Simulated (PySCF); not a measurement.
C₉H₉O (charge -1).
Numbering: `[CH2:1]=[CH:2][C:3]#[C:4][C@@H:5]1[CH2:6][C@@H:7]1[C:8](=[CH2:9])[O-:10]`

Cartesian coordinates in Å at the GFN2-xTB level; atoms count from 1:
```
atom  x, y, z in Å
C1     3.659    0.162   -1.687
C2     2.338   -0.042   -1.702
C3     1.510    0.022   -0.573
C4     0.748    0.072    0.365
C5    -0.089    0.125    1.504
C6    -1.218   -0.866    1.672
C7    -1.550    0.570    1.438
C8    -2.282    1.109    0.207
C9    -2.122    0.459   -0.974
O10   -3.015    2.117    0.444
H11    4.183    0.397   -0.775
H12    4.252    0.106   -2.585
H13    1.833   -0.275   -2.633
H14    0.450    0.400    2.411
H15   -1.362   -1.302    2.655
H16   -1.385   -1.557    0.859
H17   -1.860    1.130    2.318
H18   -1.462   -0.385   -1.091
H19   -2.635    0.797   -1.860
```

NICS = −σ at a ghost point: NICS(0) at the centroid of the ring atoms, NICS(1) 1 Å to either side along the normal of their mean plane, zz for the tensor component along that normal. Level: GIAO PBE0/pcSseg-1 (PySCF, non-relativistic, gas phase) on the GFN2-xTB geometry, one conformer.

Ring bond lengths (Å), with Mayer bond orders in brackets: C5–C6 1.512 (0.92), C6–C7 1.493 (0.92), C7–C5 1.529 (0.84).

Give the NICS values of each ring in ppm.

```json
{"ring": "C5–C6–C7", "type": "3-membered carbocycle; formal bonds all single", "NICS(0)": "-41.5", "NICS(1), two faces": "-8.4 / -8.7", "NICS(1)zz, two faces": "-22.3 / -23.8", "rms pucker (Å)": "0.00", "centre to ring atoms, mean (Å)": "0.87"}
```

What can be read from them?

- C5–C6–C7: mean NICS(1)zz -23.1 ppm, shielded. C5, C6, C7 have four or more neighbours, so the value isn't read as a sign of a π ring current. NICS(0) lies 33 ppm below the mean NICS(1).

The run took 42 s wall (grids of density and orbitals included) on an Arm Neoverse V2 with one thread (shared host). This is the whole shielding run at PBE0/pcSseg-1, SCF included.
